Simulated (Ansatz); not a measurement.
ClFGeH$_{7}$NSi$_{2}$, SMILES `[F][GeH]([Cl])[N]([SiH3])[SiH3]`, 13 atoms. The species carries charge 0 and has multiplicity 1. Correlated methods include outer-core shells of Ge, which these sets cover unevenly. Scalar relativity is left out up to krypton. All runs use 2 threads of an AMD EPYC 7R13 on a shared host and a share of an NVIDIA H100 80 GB. Correlated methods freeze the cores. Open-shell runs search over several starts.

Q: Give the basis size and wall time and peak host memory of each of these runs in Ansatz. RKS PBE-D4/def2-TZVPP energy and forces; RHF-CCSD(T)/def2-TZVPP energy; RHF-MP2/def2-QZVPP energy; RKS ωB97M-V/def2-QZVPP energy; UKS B2PLYP (frozen core)/def2-TZVPP energy of the cation; RKS ωB97X-V/def2-TZVPP energy; RKS SPW92 (LDA)/def2-TZVPP energy; UKS r2SCAN-D4/def2-TZVPP energy of the cation; UKS B3LYP-D4/def2-TZVPP energy of the cation; UKS ωB97X-V/def2-TZVPP energy of the cation; UKS PBE0-D4/def2-TZVPP energy of the cation; direct RPA on PBE orbitals/def2-TZVPP energy. (An estimate is asked.)

A: Computed: Other jobs shared the machine, so times are rough.

```csv
level,job,functions,wall time,peak host memory (GiB)
UKS B2PLYP (frozen core)/def2-TZVPP,energy of the cation,334,13 s,1.5
UKS PBE0-D4/def2-TZVPP,energy of the cation,334,15 s,0.91
RKS ωB97X-V/def2-TZVPP,energy,334,17 s,0.91
RKS SPW92 (LDA)/def2-TZVPP,energy,334,17 s,0.81
direct RPA on PBE orbitals/def2-TZVPP,energy,334,20 s,1.4
RKS PBE-D4/def2-TZVPP,energy and forces,334,21 s,0.83
UKS ωB97X-V/def2-TZVPP,energy of the cation,334,21 s,1.1
UKS B3LYP-D4/def2-TZVPP,energy of the cation,334,21 s,0.89
UKS r2SCAN-D4/def2-TZVPP,energy of the cation,334,22 s,0.97
RHF-CCSD(T)/def2-TZVPP,energy,334,26 s,1.4
RHF-MP2/def2-QZVPP,energy,623,28 s,1.2
RKS ωB97M-V/def2-QZVPP,energy,623,35 s,1.3
```

B3LYP here is the variant with VWN-RPA as its local correlation; programs differ in this.
